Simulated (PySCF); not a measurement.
CH$_{5}$S (SMILES C[SH2+]), charge +1, singlet, geometry from GFN2-xTB, with bond 5-1 at 1.3 times its length; CAMB3LYP/def2-SVP run with PySCF.

Here is a job for PySCF.
```python
from pyscf import gto, scf, dft

mol = gto.Mole()
mol.atom = '''
    C    -0.03747748    1.18530286   -0.11525700
    S    -0.02095352   -0.61772925    0.15157957
    H     1.25160297   -0.85395482   -0.24996242
    H    -1.06827047    1.52354437   -0.03438541
    H     0.72140604    1.78167309    0.91843660
    H     0.37245221    1.44603148   -1.08584758
    H    -0.54194256   -0.98781933   -1.04342765
'''
mol.basis = 'def2-svp'
mol.charge = 1
mol.verbose = 4
mol.build()

mf = dft.RKS(mol)
mf.xc = 'camb3lyp'
mf.diis = False
mf.max_cycle = 100
mf.kernel()
mf.analyze()
```

The log (banner, timings and long lists left out):

```
PySCF version 2.14.0

[INPUT] verbose = 4
[INPUT] num. atoms = 7
[INPUT] num. electrons = 26
[INPUT] charge = 1
[INPUT] spin (= nelec alpha-beta = 2S) = 0
[INPUT] symmetry False subgroup None
[INPUT] Mole.unit = angstrom
[INPUT] Symbol           X                Y                Z      unit          X                Y                Z       unit  Magmom
[...]
nuclear repulsion = 63.4869225817439
number of shells = 29
number of NR pGTOs = 95
number of NR cGTOs = 57
basis = def2-svp
ecp = {}

******** <class 'pyscf.dft.rks.RKS'> ********
method = RKS
initial guess = minao
damping factor = 0
level_shift factor = 0
DIIS disabled
SCF conv_tol = 1e-09
SCF conv_tol_grad = None
SCF max_cycles = 100
direct_scf = True
direct_scf_tol = 1e-13
XC library pyscf.dft.libxc version 7.1.2
    S. Lehtola, C. Steigemann, M. J. T. Oliveira, and M. A. L. Marques,  SoftwareX 7, 1–5 (2018)
XC functionals = camb3lyp
    T. Yanai, D. P. Tew, and N. C. Handy,  Chem. Phys. Lett. 393, 51 (2004)
radial grids:
    Treutler-Ahlrichs [JCP 102, 346 (1995); DOI:10.1063/1.469408] (M4) radial grids

becke partition: Becke, JCP 88, 2547 (1988); DOI:10.1063/1.454033
pruning grids: <function nwchem_prune>
grids dens level: 3
symmetrized grids: False
atomic radii adjust function: <function treutler_atomic_radii_adjust>
small_rho_cutoff = 0
Set gradient conv threshold to 3.16228e-05
Initial guess from minao.
tot grids = 82040
init E= -438.990646023619
[...]
cycle= 1 E= -438.762163764254  delta_E= 0.228  |g|= 0.263  |ddm|= 2.25
[...]
cycle= 2 E= -438.781884526256  delta_E= -0.0197  |g|= 0.142  |ddm|= 0.568
[...]
cycle= 3 E= -438.784819744371  delta_E= -0.00294  |g|= 0.0969  |ddm|= 0.266
[...]
cycle= 4 E= -438.785628537276  delta_E= -0.000809  |g|= 0.0803  |ddm|= 0.176
[...]
cycle= 5 E= -438.785844224819  delta_E= -0.000216  |g|= 0.0747  |ddm|= 0.137
[...]
cycle= 6 E= -438.785826068351  delta_E= 1.82e-05  |g|= 0.0756  |ddm|= 0.123
[...]
cycle= 7 E= -438.785727355838  delta_E= 9.87e-05  |g|= 0.0775  |ddm|= 0.122
[...]
cycle= 8 E= -438.785552189959  delta_E= 0.000175  |g|= 0.0822  |ddm|= 0.126
[...]
cycle= 9 E= -438.78536576504  delta_E= 0.000186  |g|= 0.0857  |ddm|= 0.133
[...]
cycle= 10 E= -438.785115135614  delta_E= 0.000251  |g|= 0.0917  |ddm|= 0.141
[...]
cycle= 11 E= -438.784870786632  delta_E= 0.000244  |g|= 0.0957  |ddm|= 0.149
[...]
cycle= 12 E= -438.784547798642  delta_E= 0.000323  |g|= 0.103  |ddm|= 0.158
[...]
cycle= 13 E= -438.784241857818  delta_E= 0.000306  |g|= 0.107  |ddm|= 0.167
[...]
cycle= 14 E= -438.783831763964  delta_E= 0.00041  |g|= 0.115  |ddm|= 0.177
[...]
cycle= 15 E= -438.783451841942  delta_E= 0.00038  |g|= 0.12  |ddm|= 0.187
[...]
cycle= 16 E= -438.782931912663  delta_E= 0.00052  |g|= 0.129  |ddm|= 0.198
[...]
cycle= 17 E= -438.782461246348  delta_E= 0.000471  |g|= 0.134  |ddm|= 0.21
[...]
cycle= 18 E= -438.781801487188  delta_E= 0.00066  |g|= 0.145  |ddm|= 0.222
[...]
cycle= 19 E= -438.781219316635  delta_E= 0.000582  |g|= 0.15  |ddm|= 0.235
[...]
cycle= 20 E= -438.780380933125  delta_E= 0.000838  |g|= 0.162  |ddm|= 0.249
[...]
cycle= 21 E= -438.779661983493  delta_E= 0.000719  |g|= 0.168  |ddm|= 0.263
[...]
cycle= 22 E= -438.778594826932  delta_E= 0.00107  |g|= 0.182  |ddm|= 0.279
[...]
cycle= 23 E= -438.777708520992  delta_E= 0.000886  |g|= 0.188  |ddm|= 0.295
[...]
cycle= 24 E= -438.776347574043  delta_E= 0.00136  |g|= 0.204  |ddm|= 0.312
[...]
cycle= 25 E= -438.775257107273  delta_E= 0.00109  |g|= 0.21  |ddm|= 0.33
[...]
cycle= 26 E= -438.773517745157  delta_E= 0.00174  |g|= 0.229  |ddm|= 0.35
[...]
cycle= 27 E= -438.772179060597  delta_E= 0.00134  |g|= 0.235  |ddm|= 0.37
[...]
cycle= 28 E= -438.76995063968  delta_E= 0.00223  |g|= 0.257  |ddm|= 0.392
[...]
cycle= 29 E= -438.768311331326  delta_E= 0.00164  |g|= 0.262  |ddm|= 0.415
[...]
cycle= 30 E= -438.765448446375  delta_E= 0.00286  |g|= 0.289  |ddm|= 0.44
[...]
cycle= 31 E= -438.76344663439  delta_E= 0.002  |g|= 0.294  |ddm|= 0.465
[...]
cycle= 32 E= -438.759757082542  delta_E= 0.00369  |g|= 0.324  |ddm|= 0.493
[...]
cycle= 33 E= -438.757320328166  delta_E= 0.00244  |g|= 0.328  |ddm|= 0.521
[...]
cycle= 34 E= -438.75254835659  delta_E= 0.00477  |g|= 0.365  |ddm|= 0.553
[...]
cycle= 35 E= -438.749592716396  delta_E= 0.00296  |g|= 0.367  |ddm|= 0.584
[...]
cycle= 36 E= -438.74339541043  delta_E= 0.0062  |g|= 0.41  |ddm|= 0.62
[...]
cycle= 37 E= -438.739824764272  delta_E= 0.00357  |g|= 0.411  |ddm|= 0.656
[...]
cycle= 38 E= -438.731738280011  delta_E= 0.00809  |g|= 0.462  |ddm|= 0.696
[...]
cycle= 39 E= -438.727444091695  delta_E= 0.00429  |g|= 0.46  |ddm|= 0.736
[...]
cycle= 40 E= -438.716834538261  delta_E= 0.0106  |g|= 0.521  |ddm|= 0.782
[...]
cycle= 41 E= -438.711696187557  delta_E= 0.00514  |g|= 0.515  |ddm|= 0.827
[...]
cycle= 42 E= -438.697686735019  delta_E= 0.014  |g|= 0.589  |ddm|= 0.879
[...]
cycle= 43 E= -438.691572401533  delta_E= 0.00611  |g|= 0.577  |ddm|= 0.93
[...]
cycle= 44 E= -438.672932484999  delta_E= 0.0186  |g|= 0.667  |ddm|= 0.99
[...]
cycle= 45 E= -438.665700029554  delta_E= 0.00723  |g|= 0.647  |ddm|= 1.05
[...]
cycle= 46 E= -438.640671981217  delta_E= 0.025  |g|= 0.756  |ddm|= 1.12
[...]
cycle= 47 E= -438.632167728177  delta_E= 0.0085  |g|= 0.727  |ddm|= 1.18
[...]
cycle= 48 E= -438.598185646605  delta_E= 0.034  |g|= 0.86  |ddm|= 1.26
[...]
cycle= 49 E= -438.588234688239  delta_E= 0.00995  |g|= 0.818  |ddm|= 1.34
[...]
cycle= 50 E= -438.541447802177  delta_E= 0.0468  |g|= 0.982  |ddm|= 1.43
[...]
cycle= 51 E= -438.529817363779  delta_E= 0.0116  |g|= 0.923  |ddm|= 1.52
[...]
cycle= 52 E= -438.464235086305  delta_E= 0.0656  |g|= 1.13  |ddm|= 1.63
[...]
cycle= 53 E= -438.450516497286  delta_E= 0.0137  |g|= 1.04  |ddm|= 1.73
[...]
cycle= 54 E= -438.356360561325  delta_E= 0.0942  |g|=  1.3  |ddm|= 1.86
[...]
cycle= 55 E= -438.339597374418  delta_E= 0.0168  |g|= 1.19  |ddm|= 1.98
[...]
cycle= 56 E= -438.19982264718  delta_E= 0.14  |g|= 1.52  |ddm|= 2.15
[...]
cycle= 57 E= -438.177256296082  delta_E= 0.0226  |g|= 1.37  |ddm|=  2.3
[...]
cycle= 58 E= -437.959356206261  delta_E= 0.218  |g|=  1.8  |ddm|= 2.51
[...]
cycle= 59 E= -437.921172151868  delta_E= 0.0382  |g|= 1.59  |ddm|= 2.71
[...]
cycle= 60 E= -437.555776744741  delta_E= 0.365  |g|= 2.17  |ddm|=    3
[...]
cycle= 61 E= -437.434092081291  delta_E= 0.122  |g|= 1.93  |ddm|= 3.34
[...]
cycle= 62 E= -436.754851091587  delta_E= 0.679  |g|= 2.71  |ddm|= 3.79
[...]
cycle= 63 E= -433.407070268775  delta_E= 3.35  |g|= 3.17  |ddm|=  6.7
[...]
cycle= 64 E= -420.528633975343  delta_E= 12.9  |g|= 5.17  |ddm|= 10.1
[...]
cycle= 65 E= -419.332460209657  delta_E=  1.2  |g|=  4.5  |ddm|= 12.2
[...]
cycle= 66 E= -416.965717002308  delta_E= 2.37  |g|= 5.53  |ddm|= 13.7
[...]
cycle= 67 E= -419.107569665431  delta_E= -2.14  |g|= 4.54  |ddm|= 13.9
[...]
cycle= 68 E= -416.931727078948  delta_E= 2.18  |g|= 5.55  |ddm|=   14
[...]
cycle= 69 E= -419.111878060926  delta_E= -2.18  |g|= 4.54  |ddm|=   14
[...]
cycle= 70 E= -416.930900653568  delta_E= 2.18  |g|= 5.56  |ddm|=   14
[...]
cycle= 71 E= -419.112436398835  delta_E= -2.18  |g|= 4.54  |ddm|=   14
[...]
cycle= 72 E= -416.930851314354  delta_E= 2.18  |g|= 5.56  |ddm|=   14
[...]
cycle= 73 E= -419.11248363681  delta_E= -2.18  |g|= 4.54  |ddm|=   14
[...]
cycle= 74 E= -416.930847437199  delta_E= 2.18  |g|= 5.56  |ddm|=   14
[...]
cycle= 75 E= -419.112487486478  delta_E= -2.18  |g|= 4.54  |ddm|=   14
[...]
cycle= 76 E= -416.930847121685  delta_E= 2.18  |g|= 5.56  |ddm|=   14
[...]
cycle= 77 E= -419.112487798768  delta_E= -2.18  |g|= 4.54  |ddm|=   14
[...]
cycle= 78 E= -416.930847095979  delta_E= 2.18  |g|= 5.56  |ddm|=   14
[...]
cycle= 79 E= -419.112487824088  delta_E= -2.18  |g|= 4.54  |ddm|=   14
[...]
cycle= 80 E= -416.930847093889  delta_E= 2.18  |g|= 5.56  |ddm|=   14
[...]
cycle= 81 E= -419.11248782614  delta_E= -2.18  |g|= 4.54  |ddm|=   14
[...]
cycle= 82 E= -416.93084709372  delta_E= 2.18  |g|= 5.56  |ddm|=   14
[...]
cycle= 83 E= -419.112487826305  delta_E= -2.18  |g|= 4.54  |ddm|=   14
[...]
cycle= 84 E= -416.930847093704  delta_E= 2.18  |g|= 5.56  |ddm|=   14
[...]
cycle= 85 E= -419.112487826319  delta_E= -2.18  |g|= 4.54  |ddm|=   14
[...]
cycle= 86 E= -416.930847093704  delta_E= 2.18  |g|= 5.56  |ddm|=   14
[...]
cycle= 87 E= -419.112487826322  delta_E= -2.18  |g|= 4.54  |ddm|=   14
[...]
cycle= 88 E= -416.930847093703  delta_E= 2.18  |g|= 5.56  |ddm|=   14
[...]
cycle= 89 E= -419.112487826319  delta_E= -2.18  |g|= 4.54  |ddm|=   14
[...]
cycle= 90 E= -416.930847093704  delta_E= 2.18  |g|= 5.56  |ddm|=   14
[...]
cycle= 91 E= -419.112487826321  delta_E= -2.18  |g|= 4.54  |ddm|=   14
[...]
cycle= 92 E= -416.930847093705  delta_E= 2.18  |g|= 5.56  |ddm|=   14
[...]
cycle= 93 E= -419.11248782632  delta_E= -2.18  |g|= 4.54  |ddm|=   14
[...]
cycle= 94 E= -416.930847093703  delta_E= 2.18  |g|= 5.56  |ddm|=   14
[...]
cycle= 95 E= -419.112487826321  delta_E= -2.18  |g|= 4.54  |ddm|=   14
[...]
cycle= 96 E= -416.930847093704  delta_E= 2.18  |g|= 5.56  |ddm|=   14
[...]
cycle= 97 E= -419.11248782632  delta_E= -2.18  |g|= 4.54  |ddm|=   14
[...]
cycle= 98 E= -416.930847093703  delta_E= 2.18  |g|= 5.56  |ddm|=   14
[...]
cycle= 99 E= -419.112487826321  delta_E= -2.18  |g|= 4.54  |ddm|=   14
[...]
cycle= 100 E= -416.930847093705  delta_E= 2.18  |g|= 5.56  |ddm|=   14
SCF not converged.
SCF energy = -416.930847093705
**** SCF Summaries ****
Total Energy =                        -416.930847093704642
Nuclear Repulsion Energy =              63.486922581743904
One-electron Energy =                 -698.425448565001034
Two-electron Energy =                  218.007678889552494
Two-electron Coulomb Energy =          252.430906073380669
DFT Exchange-Correlation Energy =      -34.423227183828189
HOMO-LUMO gap [eV] =                     8.788158168083566
**** MO energy ****
[...]
 ** Mulliken pop on meta-lowdin orthogonal AOs  **
 ** Mulliken pop  **
 ** Mulliken atomic charges  **
charge of    0C =     -4.14026
charge of    1S =      5.92671
charge of    2H =      0.99614
charge of    3H =     -0.94857
charge of    4H =     -0.89571
charge of    5H =     -0.93451
charge of    6H =      0.99619

WARN: System has nonzero charge 1; the dipole moment is origin-dependent.
Location of origin: [0. 0. 0.]

Dipole moment(X, Y, Z, Debye):  4.40354, -76.37277,  2.52086
```

The run did not converge; its last values are not results.
